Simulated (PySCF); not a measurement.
SnH2: bend–stretch map

Level of theory: PBE0 in PySCF with Sn x2c-TZVPall, H x2c-TZVPall; spin-free X2C, no spin–orbit coupling; density-fitted integrals.

Rigid scan from the singlet minimum (Sn–H 1.774 Å (×2); H–Sn–H 90.4°). Coordinate: rows scale both bonds, columns set the H–Sn–H angle. Energies in kJ/mol from the minimum.

Task: Give the energy map for rows 0.94, 0.97, 1.00, 1.03, 1.06, 1.10 and columns 90, 105, 120, 135, 150, 165.

Result: 
```tsv
scale \ angle	90	105	120	135	150	165
0.94	13.9	23.7	56.1	108.5	178.0	255.9
0.97	3.2	13.6	46.2	98.8	169.4	252.4
1.00	0.0	10.7	43.1	95.3	165.9	251.9
1.03	2.9	13.7	45.5	96.7	166.3	253.0
1.06	10.7	21.4	52.3	102.2	170.1	255.3
1.10	27.2	37.4	66.9	114.4	179.1	260.5
```

Task: And the size of the dipole moment (D) on the same grid?

Result: 
```csv
scale \ angle,90,105,120,135,150,165
0.94,0.27,0.16,0.62,1.06,1.42,1.42
0.97,0.50,0.06,0.41,0.88,1.29,1.47
1.00,0.72,0.29,0.19,0.68,1.13,1.46
1.03,0.95,0.51,0.03,0.47,0.95,1.36
1.06,1.18,0.74,0.25,0.25,0.74,1.20
1.10,1.48,1.04,0.55,0.05,0.46,0.95
```

The bond scale of lowest energy on the grid is 1.00 at 90°, 1.00 at 105°, 1.00 at 120°, 1.00 at 135°, 1.00 at 150°, 1.00 at 165°.

Other isomers or separated fragments may lie lower.

The scan took 31 s on 2 threads of a shared Arm Neoverse V2 host; the process peaked at 0.7 GiB. Launch command: `OMP_NUM_THREADS=2 python axn.py task.json out`.
